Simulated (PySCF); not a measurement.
3-ethynylfuran (C6H4O), SMILES C#Cc1ccoc1.

Geometry: PBE0-D3(BJ)/def2-SVP.

Two levels are set side by side: TDA-PBE/def2-SVPD (PySCF) and TDA-M06-2X/def2-SVPD (PySCF). Vertical, same geometry. The lowest singlet is HOMO−1→LUMO 53 %, HOMO→LUMO+1 46 % with PBE and HOMO−2→LUMO 36 %, HOMO→LUMO+4 18 %, HOMO→LUMO+5 13 %, HOMO−2→LUMO+2 8 % with the other functional; states are paired by order. Differences are taken from unrounded values.

```tsv
quantity	TDA-PBE
lowest singlet excitation (eV)	5.29
lowest triplet excitation (TDA) (eV)	3.64
first bright state (f over 0.05) (eV)	5.64
its oscillator strength	0.15
```

Q: These are the TDA-PBE values. What does TDA-M06-2X give? (An estimate is asked for; the answer gives what the named calculation found.)

A: 
```json
[
 {"quantity": "lowest singlet excitation (eV)", "TDA-M06-2X": "5.59", "TDA-PBE minus TDA-M06-2X": "-0.29"},
 {"quantity": "lowest triplet excitation (TDA) (eV)", "TDA-M06-2X": "4.03", "TDA-PBE minus TDA-M06-2X": "-0.39"},
 {"quantity": "first bright state (f over 0.05) (eV)", "TDA-M06-2X": "6.09", "TDA-PBE minus TDA-M06-2X": "-0.45"},
 {"quantity": "its oscillator strength", "TDA-M06-2X": "0.17", "TDA-PBE minus TDA-M06-2X": "-0.01"}
]
```

A lower first singlet is the usual sign of a functional without exact exchange. Differences between two approximate levels are no errors against the true value.

Rough cost on one machine, each run with all the roots and properties that it gave: TDA-M06-2X against TDA-PBE about 10 times.
